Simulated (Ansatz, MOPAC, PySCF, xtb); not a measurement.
Pair of molecules: H2O (SMILES O) (first 3 atoms) with PH3 (SMILES P); geometry from B3LYP-D3(BJ)/def2-TZVP, rigid monomers moved along the line of their centres of mass till H2···P4 is 2.97 Å.
(charge 0, multiplicity 1):
```xyz
7

O      0.263    -0.078    -0.543
H      0.124     0.000     0.412
H      1.145     0.275    -0.698
P     -0.548     0.162     3.300
H      0.088    -0.555     4.343
H     -0.675     1.357     4.049
H     -1.845    -0.307     3.617
```

Counterpoise-corrected where a basis set is named; no monomer relaxation. Rows marked so take none.

Correlated levels freeze the cores. CBS: X⁻³ extrapolation of the correlation energy, Hartree–Fock from the larger set. Rows in 6-311+G**, 6-31G* carry no dispersion term and start afresh at each structure (6-31G* with six Cartesian d functions). The state that AM1, PM7 reach isn't checked; PM7 holds dispersion and hydrogen-bond terms.

Run with Ansatz (an electronic-structure program) with Gaussian orbitals; MOPAC for AM1, PM7 (differences of heats of formation); PySCF for 6-311+G** rows, 6-31G* rows; xtb for the GFN methods. 

```csv
level,interaction energy (meV)
AM1,6.3
PM7,48.4
GFN2-xTB,-69.6
r2SCAN/def2-TZVPPD,-91.3
B3LYP/6-31G*,-89.8
B3LYP/6-311+G** (no counterpoise),-97.8
MP2/aug-cc-pV(T+d)Z,-95.2
CCSD(T)/aug-cc-pV(D+d)Z,___
"CCSD(T)/CBS(aug-cc-pV(D+d)Z, aug-cc-pV(T+d)Z)",-96.8
```

Fill in the missing entries.


- CCSD(T)/aug-cc-pV(D+d)Z, interaction energy (meV): -84.3
